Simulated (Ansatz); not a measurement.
**Question.** Name a neutral molecule of B, F, P and H with ideal-gas entropy at 298 K and 1 bar (rigid rotor, harmonic PBE0-D4/def2-TZVP) between 304 and 320 J/(mol·K) and HOMO–LUMO gap (ωB97M-V/def2-TZVPP) between 14.05 and 14.35 eV (Ansatz, PBE0-D4/def2-TZVP geometry).

**Answer.** `[BH3-][P+](F)(F)F` (315 J/(mol·K), 14.30 eV). Other molecules can fit too; these were computed, each in one conformer that needn't be the lowest.
